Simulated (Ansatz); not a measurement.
`BCC(C)N` and `CC(N)S` differ in one atom or group.

Ansatz, PBE0-D4/def2-TZVP geometries, multiplicity 1. Each molecule was computed in one conformer, which needn't be the lowest.

```json
{"property": "HOMO–LUMO gap (PBE0/def2-TZVPP) / eV", "`BCC(C)N`": "5.65"}
{"property": "HOMO energy (ωB97M-V/def2-TZVPP) / eV", "`BCC(C)N`": "-9.30"}
{"property": "HOMO–LUMO gap (ωB97M-V/def2-TZVPP) / eV", "`BCC(C)N`": "9.97"}
{"property": "LUMO energy (PBE/def2-TZVPP) / eV", "`BCC(C)N`": "-2.28"}
{"property": "LUMO energy (ωB97M-V/def2-TZVPP) / eV", "`BCC(C)N`": "0.67"}
{"property": "size of the dipole moment (PBE/def2-TZVPP) / D", "`BCC(C)N`": "1.29"}
```

Give the same properties after the change, and the shifts. (Estimate.)

Ansatz gave: 
```csv
property,`CC(N)S`,shift
HOMO–LUMO gap (PBE0/def2-TZVPP) / eV,7.17,1.52
HOMO energy (ωB97M-V/def2-TZVPP) / eV,-8.96,0.34
HOMO–LUMO gap (ωB97M-V/def2-TZVPP) / eV,11.07,1.10
LUMO energy (PBE/def2-TZVPP) / eV,-0.46,1.82
LUMO energy (ωB97M-V/def2-TZVPP) / eV,2.11,1.44
size of the dipole moment (PBE/def2-TZVPP) / D,2.63,1.34
```

With PBE0 the HOMO rises by 0.19 eV and the LUMO rises by 1.71 eV, so the gap widens by about 1.52 eV. PBE moves the HOMO by -0.02 eV and ωB97M-V by 0.34 eV. Dipoles are sizes alone; their direction can turn.
